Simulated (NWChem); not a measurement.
All runs are NWChem calculations. System: selenium dioxide (O₂Se), charge 0, spin multiplicity 1, at a geometry optimised with PBE0/def2-SVP. Level: constrained PBE0/def2-SVP.

Input file:

```
start mol
memory heap 200 mb stack 900 mb global 1100 mb
geometry units angstroms nocenter noautoz noautosym
  O      1.352331     0.000000    -0.585188
  Se     0.000000     0.000000     0.275383
  O     -1.352331     0.000000    -0.585188
end
basis spherical
  * library def2-svp
end
dft
  xc pbe0
  semidirect memsize 60000000 filesize 0
  iterations 100
  convergence nolevelshifting
  cdft 3 3 charge 1.0 pop becke
end
task dft energy
```

Part of the output:

```
             Northwest Computational Chemistry Package (NWChem) 7.3.0
             --------------------------------------------------------

                                NWChem Input Module
                                -------------------

 Scaling coordinates for geometry "geometry" by  1.889725989
 (inverse scale =  0.529177249)

                             Geometry "geometry" -> ""
                             -------------------------

 Output coordinates in angstroms (scale by  1.889725989 to convert to a.u.)

  No.       Tag          Charge          X              Y              Z
 ---- ---------------- ---------- -------------- -------------- --------------
    1 O                    8.0000     1.35233100     0.00000000    -0.58518800
    2 Se                  34.0000     0.00000000     0.00000000     0.27538300
    3 O                    8.0000    -1.35233100     0.00000000    -0.58518800

 Effective nuclear repulsion energy (a.u.)     192.1133326348

            Nuclear Dipole moment (a.u.)
            ----------------------------
        X                 Y               Z
 ---------------- ---------------- ----------------
     0.0000000000     0.0000000000     0.0000264562


 Summary of "ao basis" -> "" (spherical)
 ------------------------------------------------------------------------------
       Tag                 Description            Shells   Functions and Types
 ---------------- ------------------------------  ------  ---------------------
 *                          def2-svp                  on all atoms

                                 NWChem DFT Module
                                 -----------------

 Summary of "ao basis" -> "ao basis" (spherical)
 ------------------------------------------------------------------------------
       Tag                 Description            Shells   Functions and Types
 ---------------- ------------------------------  ------  ---------------------
 O                          def2-svp                 6       14   3s2p1d
 Se                         def2-svp                12       32   5s4p3d

 Summary of "ao basis" -> "ao basis" (spherical)
[...]
    30     -0.310596  2 Se py                43     -0.129649  2 Se d -1
    42     -0.121079  2 Se d -2               8      0.117586  1 O  py
     5      0.096211  1 O  py                27     -0.089162  2 Se py
    24      0.069466  2 Se py                33      0.046687  2 Se d -1

 Vector   27  Occ=0.000000D+00  E= 3.238323D-01
              MO Center= -8.0D-02,  2.6D-10, -2.5D-04, r^2= 2.6D+00
   Bfn.  Coefficient  Atom+Function         Bfn.  Coefficient  Atom+Function
  ----- ------------  ---------------      ----- ------------  ---------------
    29      0.798656  2 Se px                19      0.744269  2 Se s
     3     -0.722625  1 O  s                 31     -0.612569  2 Se pz
     7      0.385715  1 O  px                52      0.286913  3 O  pz
    50     -0.283485  3 O  px                 9     -0.266445  1 O  pz
    55      0.230295  3 O  pz                 4      0.225981  1 O  px

 Vector   28  Occ=0.000000D+00  E= 3.627884D-01
              MO Center= -1.6D-01, -1.3D-11,  2.0D-01, r^2= 2.5D+00
   Bfn.  Coefficient  Atom+Function         Bfn.  Coefficient  Atom+Function
  ----- ------------  ---------------      ----- ------------  ---------------
    29     -0.772455  2 Se px                18      0.735677  2 Se s
    31     -0.473212  2 Se pz                49     -0.460102  3 O  s
    50     -0.419406  3 O  px                52     -0.304426  3 O  pz
    19     -0.283992  2 Se s                 53     -0.269901  3 O  px
    17     -0.265364  2 Se s                  3      0.245319  1 O  s

     ---------------------------------------------
      Total Density - Mulliken Population Analysis
     ---------------------------------------------

    Atom       Charge   Shell Charges
 -----------   ------   -------------------------------------------------------
    1 O    8     8.96   1.99  1.04  0.82  2.83  2.26  0.01
    2 Se  34    34.90   2.00  2.00  1.99  1.50  0.53  6.00  5.98  2.53  1.90  8.16  1.81  0.49
    3 O    8     6.15   1.99  1.44  0.43  1.90  0.37  0.01

     -------------------------------------------
      Total Density - Lowdin Population Analysis
     -------------------------------------------

    Atom       Charge   Shell Charges
 -----------   ------   -------------------------------------------------------
    1 O    8     8.90   1.98  0.96  0.77  2.78  2.39  0.02
    2 Se  34    34.65   2.00  2.00  1.96  1.06  0.70  5.99  5.82  2.42  1.99  7.83  2.08  0.81
    3 O    8     6.45   1.98  1.19  0.60  1.73  0.92  0.03

 center of mass
 --------------
 x =   0.00000000 y =   0.00000000 z =   0.05133237

 moments of inertia (a.u.)
 ------------------
          60.200106494952           0.000000000000           0.000000000000
           0.000000000000         269.117921589723           0.000000000000
           0.000000000000           0.000000000000         208.917815094772

     Multipole analysis of the density
     ---------------------------------

     L   x y z        total         alpha         beta         nuclear
     -   - - -        -----         -----         ----         -------
     0   0 0 0     -0.000000    -25.000000    -25.000000     50.000000

     1   1 0 0     -6.548132     -3.274066     -3.274066      0.000000
     1   0 1 0     -0.000000     -0.000000     -0.000000      0.000000
     1   0 0 1     -1.820787     -0.910407     -0.910407      0.000026

     2   2 0 0    -16.040482    -60.266316    -60.266316    104.492149
     2   1 1 0      0.000000      0.000000      0.000000      0.000000
     2   1 0 1      7.698450      3.849225      3.849225      0.000000
     2   0 2 0    -21.566479    -10.783239    -10.783239      0.000000
     2   0 1 1     -0.000000     -0.000000     -0.000000      0.000000
     2   0 0 2    -21.781078    -25.277530    -25.277530     28.773983

 Task  times  cpu:        3.1s     wall:        3.1s

 Total times  cpu:        3.2s     wall:        3.2s
```
